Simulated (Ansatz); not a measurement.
(BeSe)4 ring (Be₄Se₄), 8 atoms. Hardware: 4 threads of Arm Neoverse V2 on a shared host.

Correlated methods freeze 36 core orbitals; core or outer-core shells of Se are correlated, in sets that lack core-valence functions.

Q: How many basis functions does each of these Ansatz runs have, and roughly what does it cost? B2PLYP/def2-TZVP, charge 0 singlet, energy, from earlier orbitals; PBE-D4/def2-TZVP, charge 0 singlet, energy and forces, from earlier orbitals; PBE-D4/def2-SVP, charge 0 singlet, energy, from earlier orbitals; HF/def2-TZVP, charge 0 singlet, energy, from earlier orbitals; HF/STO-3G, charge 0 singlet, energy; PBE0-D4/def2-SVP, charge 0 singlet, energy, from earlier orbitals; r2SCANh-D4/def2-TZVP, charge 0 singlet, energy, from earlier orbitals; PBE0-D4/def2-SVP, charge 0 singlet, relaxation, 11 steps; RPA@PBE/def2-TZVP, charge 0 singlet, energy, from earlier orbitals; MP2/def2-TZVP, charge 0 singlet, energy, from earlier orbitals; PBE0-D4/def2-TZVP, charge 0 singlet, energy, from earlier orbitals; r2SCAN-D4/def2-TZVP, charge 0 singlet, energy, from earlier orbitals.

A: Other jobs shared the machine, so times can vary by a factor of up to 3. A dash marks memory too small to be measured apart from the calling script's.

| run | functions | fitting or Cholesky vectors | wall time | peak host memory (GiB) |
| --- | --- | --- | --- | --- |
| HF/STO-3G, charge 0 singlet, energy | 92 | 1019 | 1.2 s | – |
| PBE-D4/def2-SVP, charge 0 singlet, energy, from earlier orbitals | 164 | 1920 | 2.5 s | – |
| PBE0-D4/def2-SVP, charge 0 singlet, energy, from earlier orbitals | 164 | 1740 | 3.9 s | 0.6 |
| PBE-D4/def2-TZVP, charge 0 singlet, energy and forces, from earlier orbitals | 268 | 2112 | 5.5 s | – |
| MP2/def2-TZVP, charge 0 singlet, energy, from earlier orbitals | 268 | 1916 | 9 s | 1 |
| r2SCAN-D4/def2-TZVP, charge 0 singlet, energy, from earlier orbitals | 268 | 2112 | 9.5 s | 0.56 |
| HF/def2-TZVP, charge 0 singlet, energy, from earlier orbitals | 268 | 2596 | 10 s | 1.4 |
| RPA@PBE/def2-TZVP, charge 0 singlet, energy, from earlier orbitals | 268 | 1916 | 10 s | 0.84 |
| PBE0-D4/def2-TZVP, charge 0 singlet, energy, from earlier orbitals | 268 | 2212 | 10 s | 1.3 |
| r2SCANh-D4/def2-TZVP, charge 0 singlet, energy, from earlier orbitals | 268 | 2124 | 13 s | 1.3 |
| B2PLYP/def2-TZVP, charge 0 singlet, energy, from earlier orbitals | 268 | 1916 | 14 s | 1.1 |
| PBE0-D4/def2-SVP, charge 0 singlet, relaxation, 11 steps | 164 | 1828 | 40 s | 0.6 |
